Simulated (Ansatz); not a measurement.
Geometry optimisation, DFT PBE-D3(BJ), scalar-relativistic, plane waves, PAW (Ansatz).

Input:

```yaml
accuracy: low
crystal:
  lattice:
    - [7.15309, 0.0, 0.0]
    - [0.0, 7.15309, 0.0]
    - [0.0, 0.0, 7.15309]
  atoms:
    - { symbol: O, position: [0.2408749, 0.3042755, 0.2847066] }
    - { symbol: H, position: [0.1821783, 0.4262943, 0.2855211] }
    - { symbol: H, position: [0.2127257, 0.2552047, 0.1616853] }
    - { symbol: O, position: [0.3791174, 0.4761499, 0.671102] }
    - { symbol: H, position: [0.3265883, 0.3587342, 0.7133962] }
    - { symbol: H, position: [0.4951546, 0.4868531, 0.7400611] }
    - { symbol: O, position: [0.0166566, 0.6349818, 0.8617831] }
    - { symbol: H, position: [-0.0013492, 0.7402317, 0.7785197] }
    - { symbol: H, position: [0.0481425, 0.5326492, 0.7788903] }
    - { symbol: O, position: [0.6881582, 0.960711, 0.5839099] }
    - { symbol: H, position: [0.5590748, 0.9589294, 0.6247614] }
    - { symbol: H, position: [0.7586933, 0.9378888, 0.697217] }
    - { symbol: O, position: [0.819258, 0.855907, 0.301396] }
    - { symbol: H, position: [0.7530601, 0.7534346, 0.2426441] }
    - { symbol: H, position: [0.9295094, 0.7976867, 0.3542122] }
    - { symbol: O, position: [0.916134, 0.2207607, 0.2102566] }
    - { symbol: H, position: [0.9459037, 0.3296795, 0.2849896] }
    - { symbol: H, position: [0.8907964, 0.2713653, 0.0872455] }
    - { symbol: O, position: [0.5483402, 0.5288497, 0.0872106] }
    - { symbol: H, position: [0.5419709, 0.6634101, 0.0735185] }
    - { symbol: H, position: [0.6329318, 0.4898895, -0.0110793] }
    - { symbol: O, position: [0.2057385, 0.0395362, 0.6688802] }
    - { symbol: H, position: [0.201123, 0.1697794, 0.6321384] }
    - { symbol: H, position: [0.1456866, -0.0255442, 0.5664457] }
    - { symbol: O, position: [0.40449, 0.9676544, 0.3085507] }
    - { symbol: H, position: [0.433106, 1.0867037, 0.2507325] }
    - { symbol: H, position: [0.4092286, 0.8794259, 0.2059454] }
    - { symbol: O, position: [0.8402056, 0.2879657, 0.6903486] }
    - { symbol: H, position: [0.8951796, 0.3982544, 0.6342345] }
    - { symbol: H, position: [0.7946448, 0.2166711, 0.5846328] }
    - { symbol: C, position: [0.9344861, 0.9298425, 0.0216835] }
    - { symbol: O, position: [1.069047, 1.00464, 0.0804189] }
    - { symbol: O, position: [0.7999252, 0.855045, -0.0370519] }
basis:
  ecutwfc: 420.0
kpoints:
  mp_grid: { grid: [1, 1, 1] }
hamiltonian:
  xc: pbe
  dispersion: d3bj
scf:
  occupations: { method: fermi_dirac, width: 0.05 }
  lower_state_search: "off"
relax:
  f_tol: 0.3
  max_steps: 15
  adjacent_minimum: "off"
output:
  write_density: true
  write_potential: true
  elf: true
  volumetric_format: npy
```

Command:

```bash
$ ansatz run input.yaml --threads 1 --pin off --max-ram 3072MiB --backend cpu --events-out ev --progress --plain --runs-dir out
```

**Question.** Where does it end, and by what steps?

**Answer.** The forces met the threshold. The threshold is loose, so the end isn't yet a minimum. Limits of this set-up: coarse k mesh, low accuracy level. After 13 steps the energy has fallen by 6.844 eV; O13 moved furthest, 1.65 Å.

```csv
step,energy less start (eV),largest force component (eV/Å),accepted
0,0.0000,2.380,yes
1,-1.7448,1.160,yes
2,-2.6529,1.541,yes
3,-3.3567,2.119,yes
4,-3.9383,1.676,yes
5,-4.4416,1.162,yes
6,-4.8537,1.398,yes
7,-5.2411,1.397,yes
8,-5.6363,1.444,yes
9,-5.9769,1.249,yes
10,-6.2664,1.627,yes
11,-6.5915,0.891,yes
12,-6.7638,0.416,yes
13,-6.8441,0.233,yes
```

```xyz
33
Lattice="7.1531 0.0000 0.0000 0.0000 7.1531 0.0000 0.0000 0.0000 7.1531" Properties=species:S:1:pos:R:3
O 1.780 2.300 1.640
H 2.429 2.940 1.247
H 1.229 2.006 0.892
O 2.682 3.128 5.044
H 2.433 2.179 5.082
H 3.090 3.320 5.927
O 0.497 4.721 4.758
H 0.772 5.659 4.909
H 1.329 4.176 4.854
O 4.955 7.269 4.296
H 4.188 7.228 3.671
H 4.652 6.838 5.114
O 6.294 4.550 2.385
H 5.389 4.706 2.713
H 6.856 4.636 3.209
O 5.812 2.330 0.765
H 6.301 2.994 1.312
H 6.173 2.337 -0.159
O 3.687 3.770 0.377
H 4.020 4.683 0.360
H 4.513 3.196 0.555
O 1.457 0.325 4.989
H 0.680 0.934 4.947
H 1.799 0.236 4.064
O 2.774 7.206 2.601
H 2.480 8.076 2.181
H 2.380 6.514 2.043
O 6.480 2.076 5.288
H 6.554 2.960 4.878
H 5.776 1.553 4.811
C 6.470 6.520 0.431
O 7.565 6.767 0.744
O 5.379 6.302 0.058
```

Whether the end is a true minimum wasn't checked by a vibrational analysis.

Run time: 22 s on 1 thread of Intel(R) Xeon(R) 6975P-C (Granite Rapids) (shared host), peak memory 0.46 GiB.
